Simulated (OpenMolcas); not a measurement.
# Eu2+ in NaF: curves along the breathing mode

Eu2+ with its 6 nearest fluoride ions, on the Na site of NaF (a = 4.634 Å, distance in the model lattice 2.317 Å). The rest of the host is ab initio model potentials to 7.6 Å, with orthogonalisation functions on the cations behind the ligands, and point charges beyond; the distance is set by hand and nothing relaxes, and no local charge compensation is placed. Ligand basis ANO-RCC-VDZP.

```json
{
  "Program": "OpenMolcas",
  "Method": "CASSCF",
  "Basis": "ANO-RCC-VDZP [7s6p4d2f1g]",
  "Scalar Hamiltonian": "DKH2, point nucleus",
  "Active space": "7 electrons in 7 orbitals (4f)",
  "State averaging": "2S+1 = 8 odd, 1 root; 2S+1 = 6 odd, 21 roots kept (CI in the orbitals of an earlier block)",
  "Spin-orbit coupling": "state interaction with AMFI integrals over the reference wave functions"
}
```

Spin-free energies (labels of O, the rotations of Oh) in cm-1 above the lowest fitted minimum, as all ligands move together:

| R (Å) | 8A1 | 6T1 | 6A1 | 6T1(2) | 6T2 | 6A2 | 6T2(2) |
| --- | --- | --- | --- | --- | --- | --- | --- |
| 2.263 | 1050 | 37960 | 40450 | 40500 | 40490 | 40620 | 40660 |
| 2.316 | -30 | 36920 | 39410 | 39460 | 39450 | 39560 | 39600 |
| 2.37 | 780 | 37770 | 40280 | 40310 | 40310 | 40410 | 40440 |
| 2.423 | 3250 | 40260 | 42780 | 42810 | 42810 | 42900 | 42930 |
| 2.476 | 7210 | 44250 | 46770 | 46800 | 46800 | 46880 | 46900 |
| 2.53 | 12700 | 49770 | 52300 | 52320 | 52330 | 52390 | 52420 |
| 2.583 | 19530 | 56610 | 59150 | 59170 | 59180 | 59240 | 59260 |

Cubic fits give the following; the wavenumber is harmonic, with the mass of all moving ligands, small differences in it between states hang on the degree of the fit, a number in brackets counts states of one label, and the table is a selection of at most 14 states with clean curves.

```csv
State,R0 (Å),Breathing mode (cm-1),Minimum (cm-1)
8A1,2.320,431,0
6T1,2.319,431,36950
6A1,2.318,431,39450
6T1(2),2.319,431,39490
6T2,2.318,431,39490
6A2,2.319,431,39600
6T2(2),2.319,431,39630
6E,2.319,431,39650
6T2(3),2.318,431,44320
6E(2),2.319,431,44450
```

For an f ion spin-orbit coupling outweighs the ligand field, so these spin-free curves are not those of observable levels.

No quartet enters the spin-orbit mixing, so the splitting and order within the octet and the sextets are unsound, and g values and χT are rough. No measured value stands beside these numbers.
